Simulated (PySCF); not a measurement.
Computed properties of TaOCl3, SMILES [O]=[Ta]([Cl])([Cl])[Cl], multiplicity 1

TaOCl₃, SMILES [O]=[Ta]([Cl])([Cl])[Cl], multiplicity 1. Geometry: B3LYP-D3(BJ)/def2-SVP. The spin state was assumed, not searched. The isomer is the one that the SMILES or the coordinates give; other isomers of the formula were not compared. The def2 effective core potentials stand for the cores of Ta; spin–orbit coupling is left out. Other conformers were not sampled. All values are computed for the isolated molecule unless a solvent is named; none is compared with measurement here.

**Structure.** The optimised structure has C3v symmetry. All 9 harmonic modes at B3LYP-D3(BJ)/def2-SVP (PySCF) are real, so it is a minimum. With heavy atoms numbered as in [Ta:1](=[O:2])([Cl:3])([Cl:4])[Cl:5], the shortest bond between them is Ta1–O2 at 1.713 Å and the longest Ta1–Cl4 at 2.305 Å.

**Vibrations.** The strongest infrared lines (harmonic, unscaled, degenerate partners summed) lie at 411 cm⁻¹ (152 km/mol, Cl 74 %, Ta 25 %), 1015 cm⁻¹ (127 km/mol, O 92 %, Ta 8 %), 391 cm⁻¹ (10 km/mol, Cl 95 %). The softest mode is at 102 cm⁻¹ and the zero-point energy is 4.3 kcal/mol.

**Electronic structure.** PBE0/def2-TZVP (PySCF) places the frontier levels at -9.78 and -2.94 eV, a gap of 6.84 eV, and gives a dipole moment of 1.61 D and a mean polarisability of 76.3 bohr³.

**Excitations.** TDA-M06-2X/def2-SVPD (PySCF) has S1 at 5.48 eV (226 nm, f = 0.000, dark); the most intense of the 10 singlets computed lies at 6.19 eV (f = 0.10). Strengths of degenerate partners are summed. T1 (TDA) is at 5.39 eV, 0.09 eV under S1. No vertical singlet excitation falls in the visible range (under 3.1 eV).
